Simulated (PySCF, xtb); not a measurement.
cyclohexanone cation (C₆H₁₀O), SMILES O=C1CCCCC1 (connectivity only; charge and spin as stated), charge +1, multiplicity 2.

Geometry optimised at B3LYP-D3(BJ)/def2-SVP. The spin state was assumed, not searched. The values are those of a single conformer.

Level of theory: IEF-PCM-B3LYP/def2-SVP run with PySCF.

The values are the electrostatic part of the solvation free energy, E(continuum) − E(gas) at the gas-phase geometry, in a cavity of scaled van der Waals radii (PySCF's table); cavitation and dispersion terms are not included.

| solvent | ε | ΔG(elec) (kcal/mol) |
|---|---|---|
| water | 78.36 | -55.9 |
| toluene | 2.37 | -32.4 |
| cyclohexanone | 15.62 | -52.9 |

For comparison, GFN2-xTB/ALPB(water) (xtb, at the GFN2-xTB geometry, all terms of that model) gives -54.9 kcal/mol.
